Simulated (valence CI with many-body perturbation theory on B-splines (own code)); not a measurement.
Lu²¹⁺: electric-dipole lines

Method: valence CI with perturbative core correlation (CI+MBPT): four valence electrons over a frozen Dirac-Fock core [Kr] 4d10, a basis of 7 s, 7 p, 7 d, 7 f, 4 g, 2 h functions for each j, with the one-electron correlation potential Σ1 (screened to all orders), the two-electron term Σ2, the three-electron term Σ3, Breit, model QED; selected single and double excitations, second order for the rest, scaled by the run's own slope (own B-spline code, finite nucleus).

No measured spectrum was set against this ion. As an estimate, terms of the open shell hold to a few per cent of their energy, and close levels can change places.

Lines 201 to 250 of 320 in falling wavelength, among levels below 102.70 eV, chosen from the strongest by gf and those to the six lowest levels. Wavelengths and rates use the calculated energies, so an error of 2000 cm⁻¹ moves a line at 20.92 nm by 0.42 % and its rate by three times that or more. Electric multipoles are in the length gauge, E1 and E2 with the static RPA response of the core. Weak lines are less certain than strong ones. Lines between different terms over intervals too small for the method are left out, as are lines whose strength nearly cancels. Where a level lies close to another of its J and parity, the split of strength between their lines is uncertain. The highest levels of a list are the least certain.

Names give the largest LS component (configuration and term), which can be under half, so a name can repeat, a term be missing and a line seem to break the LS rules; names also repeat where a configuration has a term twice. Letters in brackets count levels of one name in rising energy.

```tsv
λ vac (nm)	Upper	Lower	A (s⁻¹)	S (a.u.) with core polarisation	S without
20.92	4f3.5s 1L°_8	4f4 3K_8 [b]	3.07e+05	2.35e-05	1.85e-05
20.53	4f3.5s 5F°_1	4f4 5F_2	5.25e+04	6.72e-07	5.35e-07
20.53	4f3.5s 1F°_3 [a]	4f4 1G_4 [b]	5.84e+05	1.74e-05	1.18e-05
20.44	4f3.5s 5I°_7	4f4 5I_7	4.37e+02	2.76e-08	1.48e-08
20.39	4f3.5s 5F°_2	4f4 5F_2	4.31e+04	9.01e-07	6.39e-07
20.33	4f3.5s 3H°_5	4f4 3H_5 [a]	3.45e+05	1.57e-05	1.26e-05
20.31	4f3.5s 5I°_8	4f4 5I_8	2.88e+03	2.02e-07	1.29e-07
20.23	4f3.5s 1I°_6	4f4 1I_6 [a]	1.93e+05	1.02e-05	1.01e-05
20.12	4f3.5s 5I°_7	4f4 5I_6	4.45e+02	2.68e-08	2.33e-08
20.11	4f3.5s 5F°_3	4f4 5F_2	3.46e+03	9.71e-08	6.65e-08
20.03	4f3.5s 5I°_8	4f4 5I_7	9.77e+02	6.59e-08	5.99e-08
19.89	4f3.5s 5G°_2	4f4 5F_2	2.01e+04	3.91e-07	2.28e-07
19.88	4f3.5s 3L°_9	4f4 3M_10	1.70e+05	1.25e-05	7.57e-06
19.79	4f3.5s 5G°_4	4f4 5F_3	3.03e+05	1.04e-05	9.25e-06
19.78	4f3.5s 5G°_3	4f4 5F_2	2.09e+05	5.58e-06	4.82e-06
19.76	4f3.5s 5G°_5	4f4 5F_4	2.52e+05	1.06e-05	9.05e-06
19.75	4f3.5s 3G°_4 [c]	4f4 3F_3 [c]	3.07e+05	1.05e-05	7.26e-06
19.73	4f3.5s 3I°_7 [a]	4f4 5I_8	6.84e+02	3.89e-08	1.82e-08
19.69	4f3.5s 3F°_2 [a]	4f4 5F_2	4.39e+03	8.26e-08	1.83e-08
19.67	4f3.5s 3G°_5 [d]	4f4 3F_4 [d]	2.57e+05	1.06e-05	9.07e-06
19.55	4f3.5s 3G°_3 [a]	4f4 5F_2	8.44e+04	2.18e-06	1.60e-06
19.53	4f3.5s 3S°_1 [a]	4f4 5F_2	5.10e+03	5.63e-08	4.58e-08
19.41	4f3.5s 5G°_6	4f4 5F_5 [a]	2.22e+05	1.04e-05	9.14e-06
19.36	4f3.5s 3L°_9	4f4 3M_9	2.05e+05	1.39e-05	1.11e-05
19.34	4f3.5s 3I°_6 [a]	4f4 5I_5	1.00e+03	4.66e-08	3.80e-08
19.31	4f3.5s 1G°_4 [b]	4f4 3F_4 [d]	3.33e+05	1.07e-05	7.97e-06
19.26	4f3.5s 3H°_4 [a]	4f4 5I_5	2.18e+03	6.92e-08	3.99e-08
19.25	4f3.5s 3G°_5 [a]	4f4 5I_5	8.49e+02	3.29e-08	1.24e-08
19.21	4f3.5s 3G°_3 [b]	4f4 5F_2	3.48e+04	8.51e-07	7.10e-07
19.17	4f3.5s 1F°_3 [b]	4f4 3D_2 [b]	4.82e+05	1.17e-05	9.14e-06
19.16	4f3.5s 3H°_6 [a]	4f4 5I_7	6.51e+02	2.94e-08	1.65e-08
19.06	4f3.5s 3K°_6	4f4 5I_7	4.38e+02	1.95e-08	2.22e-09
19.05	4f3.5s 3D°_2 [a]	4f4 5F_2	1.13e+05	1.94e-06	1.67e-06
19.02	4f3.5s 5F°_5	4f4 5I_6	5.56e+02	2.08e-08	1.72e-08
19.01	4f3.5s 5F°_4	4f4 5I_5	6.13e+02	1.87e-08	1.22e-08
18.99	4f3.5s 3K°_7	4f4 5I_7	3.62e+03	1.84e-07	6.90e-08
18.98	4f3.5s 3S°_1 [b]	4f4 5F_2	1.84e+05	1.86e-06	1.64e-06
18.96	4f3.5s 1F°_3 [b]	4f4 3D_3 [c]	8.13e+05	1.92e-05	1.50e-05
18.95	4f3.5s 3G°_3 [c]	4f4 5F_2	3.14e+03	7.39e-08	6.55e-08
18.95	4f3.5s 3K°_8	4f4 5I_8	3.75e+04	2.14e-06	1.46e-06
18.92	4f3.5s 3H°_4 [a]	4f4 5I_4	7.35e+03	2.21e-07	1.20e-07
18.91	4f3.5s 3G°_5 [a]	4f4 5I_4	3.47e+03	1.27e-07	1.31e-07
18.89	4f3.5s 5F°_3	4f4 5I_4	3.17e+03	7.38e-08	6.75e-08
18.88	4f3.5s 3H°_6 [a]	4f4 5I_6	1.34e+03	5.78e-08	3.05e-08
18.81	4f3.5s 3L°_7 [a]	4f4 5I_8	1.72e+04	8.47e-07	7.60e-07
18.79	4f3.5s 3K°_6	4f4 5I_6	2.62e+03	1.11e-07	5.07e-08
18.73	4f3.5s 3D°_3 [a]	4f4 5F_2	9.96e+02	2.26e-08	6.73e-09
18.72	4f3.5s 3K°_7	4f4 5I_6	4.24e+03	2.06e-07	1.78e-07
18.71	4f3.5s 5F°_5	4f4 5I_5	3.39e+03	1.21e-07	7.41e-08
18.71	4f3.5s 3K°_8	4f4 5I_7	1.09e+04	5.98e-07	5.29e-07
```
